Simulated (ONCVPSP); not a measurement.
Reading a pseudo-wave (scandium (Sc))

Columns: radius, all-electron u(r) and pseudo u(r) of the 3d shell (level -6.43 eV) of scandium in the configuration [Ar] 3d1 4s1.5; PBE, scalar-relativistic, ONCV scheme, ONCVPSP 4.0.1.

```
r (bohr)  all-electron  pseudo
   0.143        0.0554  0.0032
   0.285        0.2138  0.0240
   0.428        0.3886  0.0756
   0.570        0.5307  0.1620
   0.713        0.6325  0.2806
   0.855        0.6938  0.4187
   0.998        0.7221  0.5612
   1.140        0.7260  0.6869
   1.283        0.7132  0.7806
   1.425        0.6900  0.8313
   1.568        0.6603  0.8388
   1.710        0.6275  0.8089
   1.853        0.5930  0.7510
   1.995        0.5586  0.6774
   2.138        0.5247  0.5992
   2.280        0.4922  0.5291
   2.423        0.4610  0.4736
   2.565        0.4316  0.4339
   2.708        0.4037  0.4038
   2.850        0.3776  0.3776
   2.992        0.3529  0.3529
   3.135        0.3295  0.3295
   3.278        0.3073  0.3072
   3.420        0.2864  0.2864
   3.563        0.2665  0.2665
   3.705        0.2479  0.2479
```

Question: How many radial nodes do the two functions have?

Answer: The all-electron 3d function has n − l − 1 = 0; the pseudo-wave has 0.

Question: At about which radius was the pseudo-wave matched?

Answer: 2.80 bohr, where the columns begin to agree (steps of 0.14 bohr).

Question: Is the pseudo-wave norm-conserving?

Answer: Yes: the ONCV scheme keeps the norm inside the radius equal to the all-electron one, which fixes the energy derivative of the logarithmic derivative at the level.
